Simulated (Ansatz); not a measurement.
Conformers of F2H5NOSi2 (`O[SiH](F)N[SiH2]F`), each relaxed with PBE0-D4/def2-TZVP in Ansatz. CBS adds the triple-zeta coupled-cluster correction to the MP2 limit.

Not all of them had a frequency check.

Conformer A:

Cartesian coordinates in Å:
```
O -1.895 0.795 -0.250
Si -0.838 0.684 0.977
F -1.470 -0.025 2.259
N 0.508 -0.279 0.524
Si 1.164 -0.611 -1.021
F 2.152 0.540 -1.524
H -2.197 -0.001 -0.689
H -0.518 2.063 1.373
H 1.056 -0.625 1.301
H 1.966 -1.851 -0.938
H 0.071 -0.689 -2.013
```

Conformer B:

Z-matrix (Å, degrees):
```
Si
F 1 1.587
N 1 1.712 2 111.0
O 1 1.630 2 103.3 3 120.8
H 1 1.475 2 108.4 3 -117.9
Si 3 1.712 1 128.5 2 -114.9
H 3 1.013 1 115.8 2 66.3
H 4 0.958 1 117.8 2 -171.9
F 6 1.601 3 111.4 1 -94.4
H 6 1.477 3 108.9 1 23.3
H 6 1.479 3 109.7 1 148.3
```

(1) Which is lowest in electronic energy at CCSD(T)/CBS (frozen core, def2 sets), and by how much? (Best estimate.)

(2) Give the energies relative to A (kJ/mol) with PBE-D4/def2-TZVPP, B3LYP-D4/def2-TZVPP, B2PLYP/def2-TZVPP, SCS-MP2/def2-TZVPP, CCSD(T)/def2-TZVPP, HF/def2-QZVPP, MP2/CBS(def2). (Best estimate.)

Results:

(1) The calculation gave: A; B lies 0.7 kJ/mol higher. Gaps under about 2 kJ/mol don't settle the order.

(2) Ansatz gave: 
```
              level    B
  PBE-D4/def2-TZVPP  1.9
B3LYP-D4/def2-TZVPP  2.4
  B2PLYP/def2-TZVPP  1.3
 SCS-MP2/def2-TZVPP  1.2
 CCSD(T)/def2-TZVPP  1.2
      HF/def2-QZVPP  0.4
      MP2/CBS(def2)  0.8
```

B3LYP here is the variant with VWN-RPA as its local correlation; programs differ in this.
